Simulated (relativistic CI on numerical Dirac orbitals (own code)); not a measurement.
**Electric-dipole lines of Rh⁴³⁺**

Computed by Dirac-Coulomb-Breit CI, KLI orbitals optimised for each configuration, a model potential for QED, unscaled Slater integrals (own radial code, finite nucleus).

CI space: 1s2, 1s.2s, 1s.2p, 1s.3s, 1s.3p, 1s.3d, 1s.4s, 1s.4p, 1s.4d, 1s.4f, 1s.5s, 1s.5p, 1s.5d, 1s.5f, 1s.5g, 1s.6s, 1s.6p, 1s.6d. Levels of other configurations are missing.

| λ vac (Å) | Lower | Upper | A (s⁻¹) | E lower (Ry) | E upper (Ry) |
| --- | --- | --- | --- | --- | --- |
| 0.5944 | 1s2 1S_0 [1] | 1s.2p 1P°_1 [7] | 3.46e+15 | 0.00 | 1533.14 |
| 2.4788 | 1s.2p 3P°_2 [6] | 1s.4d 3D_3 [26] | 7.83e+13 | 1530.99 | 1898.62 |
| 3.1541 | 1s.2s 3S_1 [2] | 1s.3p 3P°_2 [12] | 8.08e+13 | 1513.63 | 1802.54 |
| 3.1978 | 1s.2p 3P°_0 [3] | 1s.3d 3D_1 [14] | 1.41e+14 | 1518.16 | 1803.13 |
| 3.1986 | 1s.2p 3P°_1 [4] | 1s.3d 3D_2 [13] | 2.06e+14 | 1518.18 | 1803.07 |
| 3.3339 | 1s.2p 3P°_2 [6] | 1s.3d 3D_3 [16] | 2.43e+14 | 1530.99 | 1804.32 |
| 3.3596 | 1s.2p 1P°_1 [7] | 1s.3d 1D_2 [17] | 2.17e+14 | 1533.14 | 1804.39 |
| 6.5425 | 1s.3d 3D_2 [13] | 1s.5f 3F°_3 [41] | 1.62e+13 | 1803.07 | 1942.35 |
| 6.5954 | 1s.3d 3D_3 [16] | 1s.5f 3F°_4 [44] | 1.71e+13 | 1804.32 | 1942.49 |
| 9.0777 | 1s.3s 3S_1 [8] | 1s.4p 3P°_2 [22] | 1.06e+13 | 1797.48 | 1897.87 |
| 9.1715 | 1s.3p 3P°_1 [10] | 1s.4d 3D_2 [23] | 2.14e+13 | 1798.73 | 1898.09 |
| 9.4850 | 1s.3p 3P°_2 [12] | 1s.4d 3D_3 [26] | 2.63e+13 | 1802.54 | 1898.62 |
| 9.5363 | 1s.3d 3D_2 [13] | 1s.4f 3F°_3 [27] | 4.88e+13 | 1803.07 | 1898.63 |
| 9.5407 | 1s.3d 3D_1 [14] | 1s.4f 3F°_2 [28] | 4.40e+13 | 1803.13 | 1898.64 |
| 9.5421 | 1s.3p 1P°_1 [15] | 1s.4d 1D_2 [29] | 2.37e+13 | 1803.15 | 1898.65 |
| 9.6358 | 1s.3d 3D_3 [16] | 1s.4f 3F°_4 [30] | 5.16e+13 | 1804.32 | 1898.89 |
| 9.6416 | 1s.3d 1D_2 [17] | 1s.4f 1F°_3 [31] | 4.91e+13 | 1804.39 | 1898.90 |
| 19.890 | 1s.4p 3P°_1 [20] | 1s.5d 3D_2 [37] | 4.36e+12 | 1896.26 | 1942.08 |
| 20.487 | 1s.4p 3P°_2 [22] | 1s.5d 3D_3 [40] | 5.49e+12 | 1897.87 | 1942.35 |
| 20.586 | 1s.4d 3D_2 [23] | 1s.5f 3F°_3 [41] | 9.07e+12 | 1898.09 | 1942.35 |
| 20.593 | 1s.4d 3D_1 [24] | 1s.5f 3F°_2 [42] | 8.18e+12 | 1898.11 | 1942.36 |
| 20.596 | 1s.4p 1P°_1 [25] | 1s.5d 1D_2 [43] | 4.98e+12 | 1898.12 | 1942.36 |
| 20.770 | 1s.4d 3D_3 [26] | 1s.5f 3F°_4 [44] | 9.69e+12 | 1898.62 | 1942.49 |
| 20.776 | 1s.4f 3F°_3 [27] | 1s.5g 3G_4 [45] | 1.55e+13 | 1898.63 | 1942.49 |
| 20.781 | 1s.4f 3F°_2 [28] | 1s.5g 3G_3 [46] | 1.47e+13 | 1898.64 | 1942.49 |
| 20.782 | 1s.4d 1D_2 [29] | 1s.5f 1F°_3 [47] | 9.23e+12 | 1898.65 | 1942.50 |
| 20.863 | 1s.4f 3F°_4 [30] | 1s.5g 3G_5 [48] | 1.59e+13 | 1898.89 | 1942.57 |
| 20.867 | 1s.4f 1F°_3 [31] | 1s.5g 1G_4 [49] | 1.55e+13 | 1898.90 | 1942.57 |
| 37.735 | 1s.5p 3P°_2 [36] | 1s.6d 3D_3 [58] | 1.64e+12 | 1941.97 | 1966.11 |
| 37.920 | 1s.5p 1P°_1 [39] | 1s.6d 1D_2 [59] | 1.50e+12 | 1942.09 | 1966.12 |

Terms are leading LS components. Brackets give the number of a level in order of energy, since labels repeat. The list gives strong lines, with weight on those to low levels, without lines whose two gauges differ by over a factor of 2.5. Levels whose partners in the same complex of configurations lie outside the list can be far off, and so can their lines. Rates are taken at the computed energies, electric ones in the length gauge.

At this charge energies of transitions that change n are usually good to better than 1 %, and those within a shell (Δn = 0) to a few per cent.

Question: From the table, what is the radiative lifetime of 1s.4d 3D_3?

Answer: The listed rates from this level add up to about 1.05e+14 s⁻¹, 100 % of its decay; with all channels τ = 9.55e-15 s.

LS names give the leading component of a level, which can be under half, so a name can repeat, a term be missing and a line seem to break the LS rules.
